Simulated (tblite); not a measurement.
C4H9BO3.
Cartesian coordinates in Å at the GFN2-xTB level; atoms count from 1:
```
atom  x, y, z in Å
C1     2.332    0.904    0.684
O2     1.052    0.403    0.364
B3     0.872   -0.771   -0.297
O4     1.941   -1.530   -0.687
O5    -0.362   -1.255   -0.607
C6    -1.605   -0.690   -0.333
C7    -1.904    0.055    0.931
C8    -1.862    0.785   -0.382
H9     2.393    1.027    1.768
H10    2.454    1.877    0.201
H11    3.116    0.227    0.347
H12    1.680   -2.330   -1.140
H13   -2.371   -1.351   -0.725
H14   -1.084    0.221    1.611
H15   -2.859   -0.113    1.405
H16   -1.014    1.426   -0.557
H17   -2.787    1.127   -0.820
```

Calculated harmonic vibrations of the isolated species, GFN2-xTB (tblite), most abundant isotopes, no scaling. This tight-binding method is rough: wavenumbers can miss measured ones by several per cent, in bad cases by 10 to 20. One conformer, not necessarily the lowest. The optimisation stopped once no atom felt more than 0.01 eV/Å.

Lowest wavenumbers of the output (negative numbers stand for imaginary wavenumbers):
```
mode    cm-1
  1     -33.6
  2      52.4
  3     114.4
  4     126.8
  5     165.6
  6     237.9
  7     307.9
  8     414.2
```

Problem. Is this structure a minimum?

Solution. Not by this Hessian. 1 mode is imaginary beyond 20i (34i cm⁻¹), so at this level the point lies at or near a first-order saddle. The curvature is small, so loose convergence or finite differences may be the whole cause.

Problem. Which atoms move in the imaginary mode?

Solution. 34i: H10 (methyl hydrogen) 33 %, H9 (methyl hydrogen) 33 %, H11 (methyl hydrogen) 31 %. These are shares of the mass-weighted motion.

Problem. What is the remedy?

Solution. Step along that mode in both directions, optimise again with tighter thresholds and repeat the frequencies. The zero-point energy of this point (84.3 kcal/mol) counts the 44 real modes alone, and thermal corrections from it aren't those of a minimum.
